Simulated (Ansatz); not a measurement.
`O=[Se](F)F`, charge 0, multiplicity 1.

Give a relaxed structure at PBE0-D4/def2-TZVP (Ansatz 0.2.0). (An estimate is asked.)

Ansatz gave: 
Cartesian coordinates in Å:
```
O -0.282 0.677 -1.316
Se -0.524 0.207 0.168
F 0.949 0.599 0.993
F -0.143 -1.483 0.156
```
Point group Cs.
